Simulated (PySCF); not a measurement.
Cl2H2O2Sn, SMILES [OH][Sn]([OH])([Cl])[Cl]. Atoms are numbered in the order given.

```xyz
7

O     -0.4783    -1.8898    -0.8538
Sn     0.1200    -0.2134    -0.0150
O      1.9216    -0.5948     0.6982
Cl     0.1775     1.5186    -1.5910
Cl    -1.3588     0.4188     1.6874
H      0.2153    -2.5638    -0.7743
H      2.3217     0.1748     1.1300
```
Charge 0, spin multiplicity 1.

Coordinates come from a B3LYP-D3(BJ)/def2-SVP optimisation. A frequency run showed that this geometry is not a minimum. The structure was generated by enumeration; whether it is a known compound was not checked. The def2 effective core potentials stand for the cores of Sn; spin–orbit coupling is left out. Other conformers were not sampled.

All values below come from PySCF with B3LYP-D3(BJ)/def2-SVP.

Frequencies are harmonic and unscaled.

```json
[
 {"mode": "1", "ν (cm⁻¹)": "47i", "IR (km/mol)": "109.5", "Raman (Å⁴/amu)": "2.3", "depolarisation": "0.75", "moving atoms (share of kinetic energy)": "H 64 %, O 25 %, Cl 11 %"},
 {"mode": "2", "ν (cm⁻¹)": "109", "IR (km/mol)": "2.3", "Raman (Å⁴/amu)": "3.5", "depolarisation": "0.74", "moving atoms (share of kinetic energy)": "Cl 79 %, O 10 %, Sn 10 %"},
 {"mode": "3", "ν (cm⁻¹)": "122", "IR (km/mol)": "0.0", "Raman (Å⁴/amu)": "0.4", "depolarisation": "0.75", "moving atoms (share of kinetic energy)": "H 92 %"},
 {"mode": "4", "ν (cm⁻¹)": "140", "IR (km/mol)": "13.0", "Raman (Å⁴/amu)": "2.0", "depolarisation": "0.74", "moving atoms (share of kinetic energy)": "O 34 %, Cl 33 %, Sn 28 %"},
 {"mode": "5", "ν (cm⁻¹)": "155", "IR (km/mol)": "28.0", "Raman (Å⁴/amu)": "2.0", "depolarisation": "0.74", "moving atoms (share of kinetic energy)": "O 46 %, H 36 %, Cl 15 %"},
 {"mode": "6", "ν (cm⁻¹)": "160", "IR (km/mol)": "20.6", "Raman (Å⁴/amu)": "2.6", "depolarisation": "0.66", "moving atoms (share of kinetic energy)": "O 69 %, H 13 %, Sn 12 %"},
 {"mode": "7", "ν (cm⁻¹)": "174", "IR (km/mol)": "70.0", "Raman (Å⁴/amu)": "3.5", "depolarisation": "0.75", "moving atoms (share of kinetic energy)": "O 70 %, Cl 16 %, Sn 13 %"},
 {"mode": "8", "ν (cm⁻¹)": "367", "IR (km/mol)": "20.3", "Raman (Å⁴/amu)": "20.6", "depolarisation": "0.07", "moving atoms (share of kinetic energy)": "Cl 84 %, Sn 14 %"},
 {"mode": "9", "ν (cm⁻¹)": "391", "IR (km/mol)": "86.3", "Raman (Å⁴/amu)": "5.4", "depolarisation": "0.75", "moving atoms (share of kinetic energy)": "Cl 70 %, Sn 29 %"},
 {"mode": "10", "ν (cm⁻¹)": "625", "IR (km/mol)": "60.3", "Raman (Å⁴/amu)": "22.2", "depolarisation": "0.07", "moving atoms (share of kinetic energy)": "O 88 %, Sn 10 %"},
 {"mode": "11", "ν (cm⁻¹)": "644", "IR (km/mol)": "68.6", "Raman (Å⁴/amu)": "8.5", "depolarisation": "0.52", "moving atoms (share of kinetic energy)": "O 84 %, Sn 15 %"},
 {"mode": "12", "ν (cm⁻¹)": "854", "IR (km/mol)": "74.6", "Raman (Å⁴/amu)": "1.0", "depolarisation": "0.75", "moving atoms (share of kinetic energy)": "H 93 %"},
 {"mode": "13", "ν (cm⁻¹)": "895", "IR (km/mol)": "70.9", "Raman (Å⁴/amu)": "1.3", "depolarisation": "0.75", "moving atoms (share of kinetic energy)": "H 92 %"},
 {"mode": "14", "ν (cm⁻¹)": "3795", "IR (km/mol)": "101.9", "Raman (Å⁴/amu)": "114.9", "depolarisation": "0.28", "moving atoms (share of kinetic energy)": "H 94 %"},
 {"mode": "15", "ν (cm⁻¹)": "3815", "IR (km/mol)": "86.2", "Raman (Å⁴/amu)": "110.8", "depolarisation": "0.26", "moving atoms (share of kinetic energy)": "H 94 %"}
]
```
